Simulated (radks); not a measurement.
The numbers below are computed, except where a source is named.
Task: Tl15+, 66 electrons, occupied as [Kr] 4d10 4f14 5s2 5p4. Code: a radial shooting solver on a logarithmic mesh with Libxc functionals. Model: scalar-relativistic Kohn-Sham, LDA (Slater exchange, VWN5 correlation), spin-polarised, spherical densities, finite nucleus; open shells are filled with parallel spins first (spin-orbit coupling, left out, can overturn this in heavy ions); Fermi nuclear charge, rms radius 5.4759 fm. Some entries of the table are withheld. Estimate them.

orbital,occ.,eigenvalue (hartree),<1/r> (bohr^-1)
1s up,1,-3154.132,99.30
1s down,1,-3154.117,99.30
2s up,1,-571.1476,23.32
2s down,1,-571.1387,23.32
2p up,3,-493.2627,20.59
2p down,3,-493.2505,20.59
3s up,1,-144.8787,8.646
3s down,1,-144.8687,8.646
3p up,3,-122.4467,7.850
3p down,3,-122.4358,7.850
3d up,5,-99.13626,7.378
3d down,5,-99.12568,7.378
4s up,1,-40.91984,3.728
4s down,1,-40.90229,3.729
4p up,3,-33.54045,3.360
4p down,3,-33.52096,3.361
4d up,5,(1),(2)
4d down,5,(3),(4)
4f up,7,-15.25618,(5)
5s up,1,-15.25528,1.666
4f down,7,-15.22729,(6)
5s down,1,-15.15200,1.670
5p up,3,-12.95100,1.492
5p down,1,-12.84251,1.493

Result: 
(1) 4d up eigenvalue (hartree): -24.87589
(2) 4d up <1/r> (bohr^-1): 3.025
(3) 4d down eigenvalue (hartree): -24.85283
(4) 4d down <1/r> (bohr^-1): 3.028
(5) 4f up <1/r> (bohr^-1): 2.650
(6) 4f down <1/r> (bohr^-1): 2.655
